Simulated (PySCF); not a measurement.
C4H10OSi, SMILES C/C=C/OC[SiH3]. Heavy atoms are numbered as in [CH3:1]/[CH:2]=[CH:3]/[O:4][CH2:5][SiH3:6]. Hydrogens are named by the atom that carries them.

Geometry: PBE0-D3(BJ)/def2-SVP. The structure was generated by enumeration; whether it is a known compound was not checked. Other conformers were not sampled.

Computed with PySCF with PBE0/pcSseg-1.

GIAO shieldings, no solvent; atoms alike by connectivity are averaged. δ = σ(ref) − σ: ¹³C against TMS (σ = 186.3 ppm); ¹⁷O against H2O (σ = 334.2 ppm); ²⁹Si against TMS (σ = 352.7 ppm); ¹H against TMS (σ = 31.56 ppm), references at their B3LYP-D3(BJ)/def2-TZVP geometries, non-relativistic.

| nucleus | atoms | count | δ (ppm) |
|---|---|---|---|
| ¹³C | C3 (CH) | 1 | 158.3 |
| ¹³C | C2 (CH) | 1 | 107.7 |
| ¹³C | C5 (CH2) | 1 | 59.3 |
| ¹³C | C1 (CH3) | 1 | 17.3 |
| ¹⁷O | O4 | 1 | 85.9 |
| ²⁹Si | Si6 (SiH3) | 1 | -66.9 |
| ¹H | H on C3 | 1 | 6.18 |
| ¹H | H on C2 | 1 | 5.28 |
| ¹H | H on Si6 | 3 | 4.22 |
| ¹H | H on C5 | 2 | 3.72 |
| ¹H | H on C1 | 3 | 1.92 |
